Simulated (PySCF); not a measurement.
A geometry optimisation on `[C]1#[N+][AlH2-][CH]=[CH][SnH2]1`.

Computed with PBE0-D3(BJ)/def2-SVP geometry optimisation, gas phase, def2 core potentials past Kr (PySCF 2.14.0). Start geometry: GFN2-xTB. A driver script takes a list of jobs; this job's settings line and coordinates (Å) are shown.

Input:
```
{"job": {"xc": "PBE0", "basis": "def2-SVP", "d3": "d3bj", "grid": 1, "maxiter": 30, "shake": 0.01, "kind": "geom"}, "charge": 0, "multiplicity": 1}
C      0.691600    -0.919610    -0.747490
N      0.466320    -1.817490    -1.430850
Al    -0.595860    -2.001250    -3.049190
C     -1.146590    -0.010910    -3.111020
C     -1.031380     1.091420    -2.431170
Sn     0.191700     1.193570    -0.586130
H      0.412210    -2.352600    -4.192660
H     -1.739360    -2.949750    -2.723110
H     -1.818230     0.122770    -3.969680
H     -1.450210     2.071520    -2.618940
H     -0.435510     1.277430     1.011650
H      1.752150     1.894110    -0.469150
```

Output:
```
step   0  E = -628.81301287  max force = 0.039011
step   1  E = -628.82157404  max force = 0.009354
step   2  E = -628.82198242  max force = 0.003359
step   3  E = -628.82209044  max force = 0.000797
step   4  E = -628.82211330  max force = 0.000626
step   5  E = -628.82211877  max force = 0.000321
optimisation converged
```

Energies in Eh; «max force» is the largest Cartesian gradient component in Eh/bohr.

Problem. How much energy does the optimisation release, in kJ/mol?

Solution. E(step 0) − E(last step) = 0.009106 Eh, which is 23.9 kJ/mol.

Problem. Give the first gradient maximum in eV/Å.

Solution. With 1 Eh/bohr = 51.422 eV/Å, 2.006 eV/Å.

Summary of the converged run: final energy -628.82212 Eh after 5 steps; dipole 5.52 D.

Problem. Where do the atoms end?

Solution. 0.093 Å rms from the input after alignment:
```
atom  x, y, z in Å
C1     0.7448   -0.9460   -0.6722
N2     0.5136   -1.8407   -1.3768
Al3   -0.5909   -1.9904   -3.0681
C4    -1.1594   -0.0495   -3.0947
C5    -0.9692    1.0481   -2.3503
Sn6    0.2166    1.1570   -0.5705
H7     0.4458   -2.3666   -4.2215
H8    -1.7861   -2.9853   -2.7097
H9    -1.8124    0.1533   -3.9659
H10   -1.4244    2.0164   -2.6039
H11   -0.5714    1.3814    0.9290
H12    1.6906    2.0211   -0.6128
```

Problem. How long does this job take on an Arm Neoverse V1 with one thread, shared host with 32 logical CPUs at a one-minute load of 22? And the peak memory of the process?

Solution. About 56 s, with 0.53 GiB resident at the peak, the Python interpreter and its libraries included.
Labels such as C1 count atoms from 1, the log's own numbers from 0.
